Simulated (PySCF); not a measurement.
Computed shifts of a molecule C4H2BrF, PBE0/pcSseg-1 (PySCF), GIAO, gas phase, atoms alike by connectivity averaged where their shifts nearly agree, in ppm (number of nuclei): ¹³C: 169.0 (1), 110.8 (1), 102.3 (1), 78.7 (1). ¹⁹F: -98.3 (1). ¹H: 7.53 (1), 4.14 (1). References: ¹³C against TMS (σ = 186.3 ppm); ¹⁹F against CFCl3 (σ = 167.2 ppm); ¹H against TMS (σ = 31.56 ppm), references at their B3LYP-D3(BJ)/def2-TZVP geometries, non-relativistic (without spin–orbit terms, shifts of atoms bonded to Cl or Br come out too high). Geometry: PBE0-D3(BJ)/def2-SVP. Other conformers were not sampled.

**Question.** Which structure fits?
A) C#C/C=C(\F)Br
B) C#C/C(Br)=C\F
C) C#C/C(F)=C\Br

**Answer.** B, C#C/C(Br)=C\F
